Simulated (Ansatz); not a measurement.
## Reading a saddle point

A first-order saddle point of Si2H6ClF, closed shell, PBE0-D4/def2-TZVP, with one imaginary mode of 295i cm⁻¹:

| atom | x (Å) | y (Å) | z (Å) |
| --- | --- | --- | --- |
| Si1 | -0.7008 | 0.0135 | -0.4713 |
| Cl2 | 0.6826 | 2.0062 | -0.4231 |
| H3 | -1.1061 | -1.2282 | -1.1949 |
| H4 | -1.9305 | 0.7946 | -0.2316 |
| Si5 | 0.5278 | -0.7292 | 1.3712 |
| H6 | 0.3189 | 1.3237 | -1.9615 |
| F7 | -0.1842 | 0.5173 | -2.3274 |
| H8 | 0.5918 | 0.3234 | 2.4148 |
| H9 | -0.0980 | -1.9632 | 1.9241 |
| H10 | 1.8985 | -1.0581 | 0.8998 |

Ansatz 0.2.0; basis: def2-TZVPP and def2-QZVPP; cores frozen in the correlated methods. Extrapolation: Hartree–Fock as exp(−7.88 √X), correlation as X^−2.97.

Question: Which contacts change along the imaginary mode, and what lies on either side? (Judge from chemistry; the calculation decides.)

Answer: Computed: The step is Si₂H₅Cl ([SiH3][SiH2][Cl]) + HF → Si₂H₅F ([F][SiH2][SiH3]) + HCl, with the molecules in contact on both sides. Shortening one way: Si1–F7, Cl2–H6; lengthening the same way: Si1–Cl2, H6–F7.
```json
{"pair": "Si1–F7", "one side (Å)": "3.60", "saddle (Å)": "1.99", "other side (Å)": "1.62"}
{"pair": "Cl2–H6", "one side (Å)": "2.24", "saddle (Å)": "1.72", "other side (Å)": "1.29"}
{"pair": "Si1–Cl2", "one side (Å)": "2.09", "saddle (Å)": "2.43", "other side (Å)": "4.18"}
{"pair": "H6–F7", "one side (Å)": "0.93", "saddle (Å)": "1.02", "other side (Å)": "2.00"}
```

Question: Which side is lower, and how far does the saddle lie above each? (To be estimated.)

Answer: Computed: The side with Si1–F7, Cl2–H6 short is lower by 0.276 eV; the saddle lies 1.583 eV above it and 1.308 eV above the other (CCSD(T) at an estimated basis limit (MP2 extrapolated from triple and quadruple zeta, plus CCSD(T) − MP2 in triple zeta); electronic energies).

No T1 diagnostic of these runs exceeds 0.013.

Labels in which every atom is bracketed show which atoms are joined, not bond orders.

For scale, one of the runs: CCSD(T)/def2-TZVPP, 241 basis functions (an equivalent command: `ansatz run in.yaml --threads 4`). Time: 110 s of wall clock on 4 CPU threads; the host was shared. Peak host memory: 4.3 GiB.
